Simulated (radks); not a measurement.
Spherical quantum dot in the effective-mass picture: electrons in a well V = -V0 / (1 + exp((r - R)/a)) with V0 = 26.2, R = 1.97, a = 0.078, all in effective atomic units (hartree* = m*/eps^2 hartree, bohr* = eps/m* bohr), one dielectric constant everywhere. Calculated with a radial shooting solver with Libxc functionals: non-relativistic Kohn-Sham, LDA (Slater exchange, Perdew-Wang correlation), spin-polarised, spherical densities. Levels are named by radial order and angular momentum (1s, 1p, 1d, 2s, ...), and open shells are averaged over m.

N = 7, configuration 1s2 1p(up 3, down 2). This is the lowest configuration that the search found. Occupied and some empty levels:

| level | occupation | eigenvalue (hartree*) | <r> (bohr*) |
|---|---|---|---|
| 1s up | 1 | -20.365 | 1.130 |
| 1s down | 1 | -20.314 | 1.130 |
| 1p up | 3 | -19.364 | 1.272 |
| 1p down | 2 | -19.312 | 1.273 |
| 1d up | 0 | -17.959 | 1.367 |
| 1d down | 0 | -17.908 | 1.368 |
| 2s up | 0 | -16.757 | 1.001 |
| 2s down | 0 | -16.720 | 1.001 |
| 1f up | 0 | -16.209 | 1.439 |
| 1f down | 0 | -16.160 | 1.439 |

Energy (hartree*): total -154.070, kinetic 12.828, external -180.86, Hartree 17.904, exchange-correlation -3.9470.

Electron density:

| r (bohr*) | n(r) (e/bohr*^3) |
|---|---|
| 0.115 | 0.2046 |
| 0.244 | 0.2301 |
| 0.372 | 0.2708 |
| 0.500 | 0.3216 |
| 0.629 | 0.3754 |
| 0.757 | 0.4239 |
| 0.885 | 0.4575 |
| 1.01 | 0.4673 |
| 1.14 | 0.4468 |
| 1.27 | 0.3941 |
| 1.40 | 0.3148 |
| 1.53 | 0.2209 |
| 1.66 | 0.1289 |
| 1.78 | 0.05810 |
| 1.91 | 0.01815 |
| 2.04 | 0.003812 |
| 2.17 | 0.0006556 |
| 2.30 | 0.0001061 |
| 2.43 | 0.00001690 |
| 2.55 | 2.771e-06 |
